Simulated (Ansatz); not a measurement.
Reaction (redistribution): `C[B](C)[GeH3]` + `ClB1N[SiH2]1` → `C[B](Cl)[GeH3]` + `CB1N[SiH2]1`

Isolated molecules relaxed with PBE0-D4/def2-TZVP in Ansatz; ΔE leaves out vibrations. CCSD(T)/CBS is the MP2 limit (def2-TZVPP, def2-QZVPP) plus CCSD(T) − MP2 in def2-TZVPP, frozen cores. DFT in def2-TZVPP. B3LYP here is the variant with VWN-RPA as its local correlation; programs differ in this. For Ge outer-core shells are correlated without core-valence functions, which leaves a few kJ/mol of doubt a bond. Scalar relativity is left out up to krypton.

| level | ΔE (kJ/mol) |
| --- | --- |
| B3LYP-D4 | -20.1 |
| CCSD/def2-SVP | -21.9 |

**Question.** What does CCSD(T)/CBS give? (Estimate.)

**Answer.** The calculation gave: -21.0 kJ/mol. The listed levels differ from it by 0.9, -0.9 kJ/mol.

Largest T1 diagnostic among the species: 0.013.

Leaving LDA and LC-ωPBE aside and taking each functional with its dispersion term where it has one, the values, not all of them listed here, spread over 1.6 kJ/mol, from ωB97M-V to B97M-V.
